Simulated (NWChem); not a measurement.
# C₄H₄N₂; SMILES C=C1N=CC=N1

### Question
Give the equilibrium geometry at PBE0/def2-SVP (NWChem) as a Z-matrix, with the point group.

### Answer
point group C2v; any orientation.
```
C
C 1 1.3448
H 2 1.0909 1 119.88
H 2 1.0909 3 120.24 1 180.00
N 1 1.4037 2 123.39 3 180.00
C 5 1.2917 1 103.65 2 180.00
H 6 1.0939 5 122.94 1 180.00
N 1 1.4037 2 123.39 3 0.00
C 8 1.2917 1 103.65 2 180.00
H 9 1.0939 8 122.94 1 180.00
```
